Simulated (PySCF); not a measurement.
In(Me)2 (C₂H₆In), SMILES [CH3][In+][CH3], charge +1.

Coordinates come from a B3LYP-D3(BJ)/def2-SVP optimisation. The spin state was assumed, not searched. The isomer is the one that the SMILES or the coordinates give; other isomers of the formula were not compared. The def2 effective core potentials stand for the cores of In; spin–orbit coupling is left out.

Two levels are set side by side: TDDFT-PBE/def2-SVPD (PySCF) and TDDFT-CAM-B3LYP/def2-SVPD (PySCF). Vertical, same geometry. The lowest singlet is HOMO→LUMO 100 % with PBE and HOMO→LUMO 99 % with the other functional; states are paired by order. Differences are taken from unrounded values.

```tsv
quantity	TDDFT-CAM-B3LYP
lowest singlet excitation (eV)	5.32
lowest triplet excitation (TDA) (eV)	4.83
first bright state (f over 0.05) (eV)	7.08
its oscillator strength	0.77
```

**Question.** What does TDDFT-PBE give, and how far is it from TDDFT-CAM-B3LYP? (The exact figures need the calculation; the answer reports its results.)

**Answer.** 
```tsv
quantity	TDDFT-PBE	TDDFT-PBE minus TDDFT-CAM-B3LYP
lowest singlet excitation (eV)	5.13	-0.19
lowest triplet excitation (TDA) (eV)	4.73	-0.10
first bright state (f over 0.05) (eV)	6.79	-0.30
its oscillator strength	0.45	-0.32
```

Functionals without exact exchange tend to place singlet excitations lower, as here. Differences between two approximate levels are no errors against the true value.

Rough cost on one machine, each run with all the roots and properties that it gave: TDDFT-CAM-B3LYP against TDDFT-PBE about 4 times.
